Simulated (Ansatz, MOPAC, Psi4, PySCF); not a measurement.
Complex: SiH4 (SMILES [SiH4]) (first 5 atoms) with H2Se (SMILES [SeH2]); geometry from B3LYP-D3(BJ)/def2-TZVP, rigid monomers moved along the line of their centres of mass till Si1···Se6 is 3.50 Å.
(charge 0, multiplicity 1):
```xyz
8

Si     0.19509    -0.00971     0.03557
H     -0.61412    -1.17604     0.45011
H     -0.44402     1.23783     0.51023
H      0.27287     0.02524    -1.44510
H      1.56163    -0.11595     0.59033
Se    -0.07327     0.02115     3.52542
H      0.34611     1.42313     3.38312
H     -1.46740     0.37302     3.21888
```

Monomers are frozen at their geometry in the pair; levels with a basis set take the counterpoise correction. Rows marked so take none.

Cores are frozen in the correlated methods. Filled d and f shells under p-block atoms count as core. Rows in 6-31G*, STO-3G carry no dispersion term and start afresh at each structure (6-31G* with six Cartesian d functions); the Pople sets are all-electron and without relativity. The state reached by PM3 isn't checked.

The values were computed with Ansatz (a program for electronic structure) with Gaussian orbitals; MOPAC for PM3 (differences of heats of formation); Psi4 for SAPT; PySCF for 6-31G* rows, STO-3G rows, the dispersion terms. Values without a source in brackets are computed.

| level | interaction energy (kcal/mol) |
|---|---|
| PM3 | -0.78 |
| HF/STO-3G (no counterpoise) | 1.87 |
| HF/6-31G* | 3.18 |
| HF/def2-SVPD | 3.24 |
| r2SCAN-D4/def2-TZVPPD | -0.25 |
| wB97X-V/def2-TZVPPD | -0.31 |
| MP2/def2-SVPD | [?] |
| MP2/def2-TZVPPD | [?] |
| SAPT0/aug-cc-pVDZ | -0.28 |

Task: Some entries are withheld; supply them.

Result: 
- MP2/def2-SVPD, interaction energy (kcal/mol): 0.72
- MP2/def2-TZVPPD, interaction energy (kcal/mol): 0.12
